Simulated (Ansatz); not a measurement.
Consider the ligand exchange at the Si–O bond: `C[SiH](O)[SiH3]` + HI → `C[SiH]([SiH3])I` + H₂O.

Calculated with Ansatz (gas phase, PBE0-D4/def2-TZVP geometries, no zero-point term in ΔE). CCSD(T)/CBS is the MP2 limit (def2-TZVPP, def2-QZVPP) plus CCSD(T) − MP2 in def2-TZVPP, frozen cores. This one scheme is used for every species. DFT in def2-TZVPP. Elements past krypton have def2 core potentials. For I outer-core shells are correlated without core-valence functions, which leaves a few kJ/mol of doubt a bond. Each species was taken in one conformer, which may not be the lowest.

```json
{"level": "r2SCAN-D4", "ΔE (eV)": "-0.10"}
{"level": "SCS-MP2/def2-QZVPP", "ΔE (eV)": "-0.14"}
```

What does CCSD(T)/CBS give? (An estimate is asked.)

Ansatz gave: -0.18 eV. The listed levels differ from it by 0.08, 0.04 eV.

Largest T1 diagnostic among the species: 0.012.

The D4 term adds −0.08 eV with B3LYP and −0.04 eV with PBE0; it sums over pairs of atoms, weighted by their polarisabilities, and B3LYP, whose exchange is more repulsive, gets the larger term. In def2-TZVPP, CCSD(T) changes the Hartree–Fock value by −0.11 eV (the triples alone add −0.03 eV) and MP2 by −0.22 eV.

B3LYP here is the variant with VWN-RPA as its local correlation; programs differ in this.
